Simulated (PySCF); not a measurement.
Computed IR spectrum (relative IR intensity) of a molecule C₄H₁₀O₂. The structure is a stationary point at PBE-D3(BJ)/def2-SVP. One conformer was computed; it need not be the lowest. The numbers are results of PBE-D3(BJ)/def2-SVP in PySCF, not measurements. Harmonic, unscaled wavenumbers; measured fundamentals usually lie a few per cent lower.

Lines under 2 % of the strongest are left out, and lines within 2 cm⁻¹ are merged.

```
ν (cm⁻¹)  relative intensity
--------  ------------------
84                       2.6
857                       18
1037                      15
1137                     2.4
1149                     100
1168                     3.7
1189                      44
1191                      28
1221                      20
1261                     8.4
1333                      19
1388                     5.4
1403                     6.7
1407                     6.1
1419                      12
1422                     4.2
2864                     8.1
2871                      17
2881                      74
2887                      29
2909                      25
2921                      74
2933                      35
3060                      22
```

### Question
Which structure fits?
A. COC[C@H](C)O
B. COCCCO
C. COCCOC
D. C[C@H](O)CCO

### Answer
C, COCCOC
